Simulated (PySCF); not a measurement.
C₂H₅ClGeO, SMILES [Cl][GeH]1[CH2]O[CH2]1. The structure is a stationary point at PBE-D3(BJ)/def2-SVP. This is a generated structure with no PubChem entry under its InChIKey; it may be hypothetical.

Computed equilibrium geometry at PBE-D3(BJ)/def2-SVP (PySCF confirms it by a frequency run) as Cartesian coordinates in Å, and its point group:
point group Cs.
```xyz
10

Cl    -2.0984     0.4428     0.0000
Ge    -0.1031    -0.4603     0.0000
C      1.3311     0.3488     1.1420
O      2.2025     0.3365     0.0000
C      1.3311     0.3488    -1.1420
H     -0.3054    -2.0037     0.0000
H      1.7801    -0.2140     1.9851
H      1.0623     1.3780     1.4779
H      1.0623     1.3780    -1.4779
H      1.7801    -0.2140    -1.9851
```
Charge 0, spin multiplicity 1.
